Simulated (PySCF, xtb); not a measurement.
dihydroxy(methoxymethyl)silane (C2H8O3Si), SMILES COC[SiH](O)O.

GFN2-xTB (xtb 6.7.1) at its own geometry gives an orbital gap of 7.08 eV and a dipole moment of 0.59 D.

The structure is a stationary point at B3LYP-D3(BJ)/def2-SVP. One conformer was computed; it need not be the lowest.

### Question
What does CAM-B3LYP/def2-TZVP run with PySCF give? (An estimate is asked for; the answer gives what the named calculation found.)

### Answer
gap 10.79 eV (levels -9.27 and 1.52 eV), dipole 1.53 D.
